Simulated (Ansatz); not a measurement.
Isolated molecules relaxed with PBE0-D4/def2-TZVP in Ansatz; ΔE leaves out vibrations. CCSD(T)/CBS is the MP2 limit (def2-TZVPP, def2-QZVPP) plus CCSD(T) − MP2 in def2-TZVPP, frozen cores. DFT in def2-TZVPP. B3LYP here is the variant with VWN-RPA as its local correlation; programs differ in this. HSE06 is defined as in plane-wave codes. For Ge outer-core shells are correlated without core-valence functions, which leaves a few kJ/mol of doubt a bond. Scalar relativity is left out up to krypton. One conformer a species, not always the lowest.

Consider the redistribution: `C[O][Ge][S]C` + `F[CH2][AlH2]` → `C[S][Ge][F]` + `CO[CH2][AlH2]`.

| level | ΔE (kcal/mol) |
| --- | --- |
| HSE06-D4 | -11.7 |
| B3LYP | -11.9 |
| r2SCANh | -11.9 |
| LC-ωPBE | -12.2 |
| CCSD(T)/def2-SVP | -12.6 |
| MP2/def2-TZVPP | -11.3 |
| MP2/def2-QZVPP | -11.5 |
| CCSD/CBS(def2) | -11.5 |

**Question.** What does CCSD(T)/CBS give? (Best estimate.)

**Answer.** The calculation gave: -11.3 kcal/mol. The listed levels differ from it by -0.4, -0.6, -0.6, -0.9, -1.3, 0.0, -0.2, -0.2 kcal/mol.

Largest T1 diagnostic among the species: 0.015.

At CCSD(T), def2-SVP lies −1.3 kcal/mol from the extrapolated value and def2-TZVPP +0.3 kcal/mol. Leaving LDA and LC-ωPBE aside and taking each functional with its dispersion term where it has one, the values, not all of them listed here, spread over 1.3 kcal/mol, from B97M-V to BLYP-D4.
